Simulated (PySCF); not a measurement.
C₅H₈ClF.
SMILES: `C/C(F)=C(/C)CCl`

Computed with PySCF at wB97X-D/def2-SVPD, non-relativistic, on one gas-phase PBE0-D3(BJ)/def2-SVP geometry that isn't relaxed in the solvent. The solvent is an IEF-PCM continuum (van der Waals radii × 1.2), and excitations are vertical TDDFT with non-equilibrium linear response and a frozen core. The model holds no explicit solvent molecules, cavitation or dispersion.

Gas-phase singlets (H = HOMO, L = LUMO):

```tsv
state	E (eV)	λ (nm)	f	leading configurations
S1	6.486	191	0.335	H→L 90%
S2	6.962	178	0.009	H-1→L 78%
S3	6.990	177	0.081	H→L+1 79%
S4	7.078	175	0.014	H-2→L 87%
S5	7.650	162	0.146	H→L+2 85%
```

Give the list for benzene (ε = 2.271), n² = 2.25.

```tsv
state	E (eV)	λ (nm)	f	leading configurations	change by rank (eV)
S1	6.349	195	0.472	H→L 94%	-0.137
S2	6.972	178	0.071	H→L+1 86%	+0.010
S3	7.021	177	0.006	H-1→L 84%	+0.031
S4	7.138	174	0.011	H-2→L 87%	+0.060
S5	7.600	163	0.187	H→L+2 84%	-0.050
```

What are the lowest 5 singlets in acetone (ε = 20.49)?

```json
{"state": "S1", "E (eV)": "6.360", "λ (nm)": "195", "f": "0.445", "leading configurations": "H→L 93%", "change by rank (eV)": "-0.126"}
{"state": "S2", "E (eV)": "6.994", "λ (nm)": "177", "f": "0.051", "leading configurations": "H→L+1 87%", "change by rank (eV)": "+0.032"}
{"state": "S3", "E (eV)": "7.083", "λ (nm)": "175", "f": "0.004", "leading configurations": "H-1→L 87%", "change by rank (eV)": "+0.093"}
{"state": "S4", "E (eV)": "7.218", "λ (nm)": "172", "f": "0.010", "leading configurations": "H-2→L 88%", "change by rank (eV)": "+0.140"}
{"state": "S5", "E (eV)": "7.624", "λ (nm)": "163", "f": "0.212", "leading configurations": "H→L+2 82%", "change by rank (eV)": "-0.026"}
```

The ground-state energy changes by -0.182 eV from gas to acetone. By how much does the total energy of gas-phase S1 change?

E(S1) = E(S0) + excitation energy, so it changes by -0.182 − 0.126 = -0.308 eV: it is lowered more than the ground state, which is what a red shift means. This is the vertical state, with the slow part of the continuum still set for S0.

How do the frontier levels move from gas to acetone?

```json
{"orbital": "LUMO+2", "gas (eV)": "2.68", "solvent (eV)": "2.73", "change (eV)": "+0.05"}
{"orbital": "LUMO+1", "gas (eV)": "2.13", "solvent (eV)": "2.34", "change (eV)": "+0.21"}
{"orbital": "LUMO", "gas (eV)": "1.47", "solvent (eV)": "1.53", "change (eV)": "+0.06"}
{"orbital": "HOMO", "gas (eV)": "-8.93", "solvent (eV)": "-8.82", "change (eV)": "+0.11"}
{"orbital": "HOMO-1", "gas (eV)": "-10.40", "solvent (eV)": "-10.49", "change (eV)": "-0.09"}
{"orbital": "HOMO-2", "gas (eV)": "-10.52", "solvent (eV)": "-10.64", "change (eV)": "-0.12"}
{"orbital": "HOMO-3", "gas (eV)": "-12.35", "solvent (eV)": "-12.21", "change (eV)": "+0.14"}
```

The HOMO–LUMO gap goes from 10.40 to 10.35 eV.

The values belong to the conformer `[CH3:1]/[C:2]([F:3])=[C:4](/[CH3:5])[CH2:6][Cl:7]`: C2–C4–C6–Cl7 111°.

The pairwise dispersion term of wB97X-D wasn't added to the energies; at a given geometry it leaves orbitals and properties as they are.
